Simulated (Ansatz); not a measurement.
Spectroscopic constants of LiAl, closed-shell singlet (the spin of the measured ground state).

D_e counts from the fitted minimum to each atom's lowest state at the same level, without counterpoise. The singlet is restricted.

Codes used: Ansatz (a quantum-chemistry and plane-wave program). Each number belongs to the level named beside it.

Question: One of these levels gives 0.945 eV for the bond energy D_e. Which?
(A) B97M-V/def2-TZVPP
(B) PBE/def2-TZVPP
(C) PBE0/def2-TZVPP

Answer: B, PBE/def2-TZVPP. The others give 1.093 (B97M-V/def2-TZVPP), 0.860 (PBE0/def2-TZVPP)
